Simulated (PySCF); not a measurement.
A species of formula C4H4ClFO has this rotational fingerprint, computed with PBE0/def2-SVPD in PySCF (dipole) on a GFN2-xTB geometry, gas phase:

- Rotational constants: A = 2907, B = 1824, C = 1129 MHz
- Dipole components: |μa| = 3.50 D, |μb| = 2.55 D, |μc| = 0.01 D
- Inertial defect: -3.22 u·Å²
- κ: -0.22

**Question.** Which structure is it? (One computed conformer of each.)
A. `[F:1][C@H:2]1[O:3][CH2:4][CH:5]=[C:6]1[Cl:7]` with F1–C2–O3–C4 99°, C2–O3–C4–C5 16°, O3–C4–C5–C6 -8°, F1–C2–C6–C5 -105°
B. `[CH3:1]/[CH:2]=[C:3](\[Cl:4])[C:5](=[O:6])[F:7]` with C2–C3–C5–O6 -177°

**Answer.** B. It is C/C=C(\Cl)C(=O)F, an asymmetric top. The candidates at the same level (rigid rotor, commonest isotopes):

| SMILES | A (MHz) | B (MHz) | C (MHz) | μa (D) | μb (D) | μc (D) | Δ (u·Å²) | point group | rotor |
| --- | --- | --- | --- | --- | --- | --- | --- | --- | --- |
| F[C@H]1OCC=C1Cl | 3781 | 1792 | 1336 | 0.29 | 2.74 | 0.21 | -37.27 | C1 | asymmetric top |
| C/C=C(\Cl)C(=O)F | 2907 | 1824 | 1129 | 3.50 | 2.55 | 0.01 | -3.22 | near Cs | asymmetric top |

`F[C@H]1OCC=C1Cl` has A 30 % too high. No structure here is proved a minimum.
